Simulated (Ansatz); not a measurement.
Cost and result for the atomization energy of `C[Si]1(Br)CO1` (10 atoms, 10 bonds).

```xyz
10

C     0.215   -0.699   -1.416
Si   -0.009    0.499   -0.033
Br   -0.498    2.502   -0.816
C    -0.351    0.114    1.689
O     1.033    0.452    1.241
H    -0.683   -0.749   -2.034
H     1.048   -0.386   -2.050
H     0.431   -1.689   -1.011
H    -0.427   -0.904    2.065
H    -0.761    0.860    2.366
```

Charge 0, multiplicity 1. Correlated methods include outer-core shells of Br, which these sets cover unevenly. Scalar relativity is left out up to krypton. Geometry: relaxed with PBE0-D4/def2-TZVP. Program: Ansatz. All runs use 4 threads of an Arm Neoverse V1 on a shared host. Times are those of one run each, without the atoms' runs, and a repeat can differ threefold. Electronic energies, without spin–orbit coupling; frozen cores. CCSD(T)/CBS adds CCSD(T) − MP2 in def2-TZVPP to the MP2 limit, and its time is that of the two runs behind it. T1 = 0.011. With those shells the extrapolation isn't a true limit. B3LYP takes the VWN-RPA correlation (the form of Gaussian; ORCA's B3LYP/G).

CCSD(T)/CBS is a level of theory with its own doubt, some kJ/mol a heavy atom from the limit and from the frozen cores, so smaller differences don't rank the functionals.

```csv
level,functions,wall time,atomization (kcal/mol),difference from CCSD(T)/CBS,per bond
LDA (SPW92)/def2-TZVPP,253,1.5 s,1031.4,131.3,13.1
revPBE-D4/def2-TZVPP,253,2.5 s,894.4,-5.7,-0.6
PBE-D4/def2-TZVPP (with forces),253,3 s,917.5,17.4,1.7
PBE0-D4/def2-TZVPP,253,4.1 s,900.7,0.6,0.1
BHLYP-D4/def2-TZVPP,253,4.3 s,867.0,-33.1,-3.3
CAM-B3LYP-D4/def2-TZVPP,253,4.5 s,897.3,-2.8,-0.3
B3LYP-D4/def2-TZVPP (with forces),253,6.5 s,893.5,-6.6,-0.7
ωB97X-V/def2-TZVPP,253,10 s,900.6,0.5,0.0
CCSD(T)/def2-SVP,117,11 s,837.0,-63.1,-6.3
ωB97M-V/def2-TZVPP (with forces),253,15 s,900.1,0.0,0.0
MP2/def2-QZVPP,480,29 s,909.8,9.7,1.0
CCSD(T)/def2-TZVPP,253,4.5 min,873.8,-26.3,-2.6
CCSD(T)/CBS(def2),–,4.9 min,900.1,0.0,0.0
```

From PBE to PBE0 (25 % exact exchange), in def2-TZVPP and without D4, the atomization energy moves by −15.9 kcal/mol: exact exchange takes away binding that semilocal exchange gives to molecules. In def2-TZVPP, CCSD(T) changes the Hartree–Fock value by +226.6 kcal/mol (the triples alone add +15.2 kcal/mol) and MP2 by +247.1 kcal/mol; breaking electron pairs costs correlation energy, which Hartree–Fock lacks. Leaving LDA and LC-ωPBE aside and taking each functional with its dispersion term where it has one, the values spread over 50.5 kcal/mol, from BHLYP-D4 to PBE-D4. LDA lies +119.6 kcal/mol from PBE without D4, its usual overbinding.
